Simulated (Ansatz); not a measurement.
`N[PH][AlH2]` + `[SiH3]S` → `NPS[SiH3]` + `[AlH3]` at 298.15 K and 1 bar (cleavage of the P–Al bond).

Isolated molecules relaxed with PBE0-D4/def2-TZVP in Ansatz; ΔE leaves out vibrations. CCSD(T)/CBS is the MP2 limit (def2-TZVPP, def2-QZVPP) plus CCSD(T) − MP2 in def2-TZVPP, frozen cores. This one scheme is used for every species. Each species was taken in one conformer, which may not be the lowest.

```csv
species,CCSD(T)/CBS energy (Eh),H − E (kJ/mol),S (J/(mol·K))
`N[PH][AlH2]`,-640.64711,147.2,313.9
`[SiH3]S`,-689.27336,102.7,272.7
`NPS[SiH3]`,-1086.14224,189.2,355.0
`[AlH3]`,-243.78045,58.9,207.5
```

H − E and S are ideal-gas, rigid-rotor, harmonic terms from PBE0-D4/def2-TZVP, for one conformer and one mirror image of each species. 1 Eh = 2625.50 kJ/mol, R = 8.31446 J/(mol·K).

Q: By hand: ΔE, ΔH, ΔS and ΔG.

A: ΔE = (-1086.14224) + (-243.78045) − (-640.64711) − (-689.27336) = -0.00222 Eh = -5.8 kJ/mol. Δ(H − E) = 189.2 + 58.9 − 147.2 − 102.7 = -1.8, so ΔH = -7.6 kJ/mol. ΔS = 355.0 + 207.5 − 313.9 − 272.7 = -24.1 J/(mol·K). ΔG = -7.6 − 298.15 × (-24.1)/1000 = -0.4 kJ/mol.

Q: By hand: the equilibrium constant, and the temperature at which ΔG would vanish if ΔH and ΔS stayed fixed.

A: log₁₀ K = −ΔG/(RT ln 10) = 0.1. ΔG = 0 at ΔH/ΔS = 315 K, though so small a ΔH makes that figure unsure.

TΔS isn't small against ΔH here. The sign of ΔG lies within the doubt. A doubt of 5 kJ/mol in ΔE shifts log₁₀ K by 0.9 here. Other conformers and mirror images would add mixing entropy, several J/(mol·K) or more a flexible species. Modes under 60 cm⁻¹, often nearly free rotors, make the harmonic entropy too high. These are equilibria of isolated gas molecules and say nothing of rates. Largest T1 diagnostic: 0.013 (customary marks: 0.02 for closed shells, 0.045 for open ones).
